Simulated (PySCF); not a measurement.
diphosphane cation (H₄P₂), SMILES PP (connectivity only; charge and spin as stated), charge +1, multiplicity 2. Atoms are numbered in the order given.

```xyz
6

P     -1.0673    -0.1218     0.0000
P      1.0673     0.1218     0.0000
H     -1.4744     0.6611     1.1002
H     -1.4744     0.6611    -1.1002
H      1.4744    -0.6611     1.1002
H      1.4744    -0.6611    -1.1002
```
Charge +1, spin multiplicity 2.

Geometry optimised at B3LYP-D3(BJ)/def2-TZVP. The multiplicity is an assumed one; other spin states were not compared.

Level of theory: ωB97X/def2-TZVPD in PySCF.

Mulliken values depend strongly on the basis, most of all with diffuse functions as here. ESP charges are fitted to the potential on shells at 1.4 to 2.0 van der Waals radii. Atomic charges (e):

```json
[
 {"atom": "P1", "Mulliken": "0.01", "meta-Löwdin": "0.33", "ESP fit": "0.19", "Mulliken spin": "0.47"},
 {"atom": "P2", "Mulliken": "0.01", "meta-Löwdin": "0.33", "ESP fit": "0.19", "Mulliken spin": "0.47"},
 {"atom": "H3", "Mulliken": "0.25", "meta-Löwdin": "0.09", "ESP fit": "0.16", "Mulliken spin": "0.02"},
 {"atom": "H4", "Mulliken": "0.25", "meta-Löwdin": "0.09", "ESP fit": "0.16", "Mulliken spin": "0.02"},
 {"atom": "H5", "Mulliken": "0.25", "meta-Löwdin": "0.09", "ESP fit": "0.16", "Mulliken spin": "0.02"},
 {"atom": "H6", "Mulliken": "0.25", "meta-Löwdin": "0.09", "ESP fit": "0.16", "Mulliken spin": "0.02"}
]
```
